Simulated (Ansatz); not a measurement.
Geometry optimisation, UHF/def2-SVP in Ansatz.

Input file:

```yaml
crystal:
  periodic: [false, false, false]
  atoms:
    - { symbol: Zr, position_ang: [-0.068318, -0.071794, -0.598276] }
    - { symbol: Cl, position_ang: [0.188661, -0.135217, 3.114437] }
    - { symbol: O, position_ang: [1.849494, -0.299282, -0.732293] }
    - { symbol: H, position_ang: [2.769531, -0.485083, -0.732384] }
    - { symbol: F, position_ang: [-0.845721, 1.704453, -0.627333] }
    - { symbol: O, position_ang: [-1.209369, -1.609124, -0.318381] }
    - { symbol: H, position_ang: [-1.737246, -2.358793, -0.10947] }
    - { symbol: Cl, position_ang: [-0.063831, 0.074541, 5.1229] }
magnetization:
  spin_polarized: true
  initial_magnetization: 1
basis:
  gaussian: { orbitals: def2-SVP }
hamiltonian:
  xc: hf
relax:
  f_tol: 0.03
  max_steps: 50
```

Command:

```bash
$ ansatz run input.yaml --threads 4 --pin off --max-ram 5120MiB --backend cpu --events-out ev --progress --plain --runs-dir out
```

Problem. Where does it end, and by what steps?

Solution. The forces met the threshold. The force dipped under the threshold on the way, but the program's further checks kept it going. After 5 steps the energy has fallen by 0.022 eV; Cl2 moved furthest, 0.60 Å.

| step | energy less start (eV) | largest force component (eV/Å) | accepted |
| --- | --- | --- | --- |
| 0 | 0.0000 | 0.239 | yes |
| 1 | -0.0143 | 0.057 | yes |
| 2 | -0.0183 | 0.027 | yes |
| 3 | -0.0203 | 0.025 | yes |
| 4 | -0.0213 | 0.023 | yes |
| 5 | -0.0219 | 0.026 | yes |

```xyz
8
Properties=species:S:1:pos:R:3
Zr -0.078 -0.106 -0.750
Cl 0.277 -0.094 3.705
O 1.842 -0.323 -0.862
H 2.769 -0.472 -0.905
F -0.844 1.675 -0.838
O -1.237 -1.638 -0.516
H -1.773 -2.400 -0.392
Cl -0.073 0.177 5.677
```

Whether the end is a true minimum wasn't checked by a vibrational analysis.

The run took 17 s on 4 threads of Arm Neoverse V1 (shared host), peak memory 0.59 GiB.
